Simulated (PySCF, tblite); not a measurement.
Isomers of C7H14Si, one GFN2-xTB conformer each. Single-point energies are computed at PBE0/pcSseg-1 (PySCF, gas phase, no added dispersion term), electronic only.

Question: Rank them by PBE0/pcSseg-1 energy, lowest first (kJ/mol).
A. `C[C@@H]1[C@H]2C[SiH2][C@]1(C)C2`
B. `[CH2:1]=[CH:2][C@@:3]1([SiH3:4])[CH2:5][C@@H:6]1[CH2:7][CH3:8]` with C1–C2–C3–Si4 96°, C5–C6–C7–C8 -156°

Answer: A (0.0), B (89.3).

As drawn, the lower has a four-membered ring, which the higher lacks; the higher has a three-membered ring and a C=C bond outside aromatic rings, which the lower lacks. GFN2-xTB itself gives, in the same order: 0.0, 86.4. Both levels put the same isomer lowest.

Which frontier levels, dipoles and rotational constants go with these structures?

| SMILES | HOMO (eV, PBE0/pcSseg-1) | LUMO (eV) | dipole (D) | A, B, C (MHz) |
| --- | --- | --- | --- | --- |
| C[C@@H]1[C@H]2C[SiH2][C@]1(C)C2 | -7.25 | 0.68 | 0.41 | 2406, 1759, 1335 |
| C=C[C@@]1([SiH3])C[C@@H]1CC | -7.09 | 0.09 | 0.66 | 1841, 1342, 1162 |

What happens when harmonic zero-point energies from GFN2-xTB frequencies are added?

```
                         SMILES  ZPE (kJ/mol)  electronic (kJ/mol)  with ZPE (kJ/mol)
C[C@@H]1[C@H]2C[SiH2][C@]1(C)C2         495.3                  0.0                0.0
    C=C[C@@]1([SiH3])C[C@@H]1CC         478.0                 89.3               72.0
```

The zero-point energies span 17.3 kJ/mol. The order is unchanged.
